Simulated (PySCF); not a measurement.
Cd(I)(Et) (C₂H₅CdI), SMILES [CH2](C)[Cd][I].

The structure is a stationary point at PBE-D3(BJ)/def2-SVP. The structure was generated by enumeration; whether it is a known compound was not checked. The def2 effective core potentials stand for the cores of Cd, I; spin–orbit coupling is left out. One conformer was computed; it need not be the lowest.

All values below come from PBE-D3(BJ)/def2-SVP (PySCF 2.14.0).

Frequencies are harmonic and unscaled.

| mode | ν (cm⁻¹) | IR (km/mol) | moving atoms (share of kinetic energy) |
|---|---|---|---|
| 1 | 55 | 0.5 | Cd 38 %, C 36 %, H 15 %, I 12 % |
| 2 | 75 | 0.6 | H 32 %, Cd 31 %, C 30 % |
| 3 | 179 | 10.4 | I 44 %, C 27 %, Cd 22 % |
| 4 | 231 | 8.5 | C 44 %, Cd 30 %, H 17 %, I 8 % |
| 5 | 236 | 0.7 | H 88 %, C 10 % |
| 6 | 465 | 12.5 | C 66 %, H 21 %, Cd 13 % |
| 7 | 624 | 18.9 | H 83 %, C 17 % |
| 8 | 908 | 1.4 | H 92 %, C 8 % |
| 9 | 935 | 5.1 | H 85 %, C 15 % |
| 10 | 1022 | 1.8 | C 77 %, H 23 % |
| 11 | 1133 | 83.8 | H 68 %, C 32 % |
| 12 | 1198 | 2.5 | H 76 %, C 24 % |
| 13 | 1345 | 7.5 | H 82 %, C 18 % |
| 14 | 1390 | 0.5 | H 89 %, C 11 % |
| 15 | 1422 | 1.5 | H 97 % |
| 16 | 1424 | 7.9 | H 97 % |
| 17 | 2952 | 43.0 | H 97 % |
| 18 | 2992 | 9.1 | H 95 % |
| 19 | 3030 | 14.9 | H 91 %, C 9 % |
| 20 | 3044 | 0.2 | H 91 %, C 9 % |
| 21 | 3063 | 19.7 | H 90 %, C 10 % |
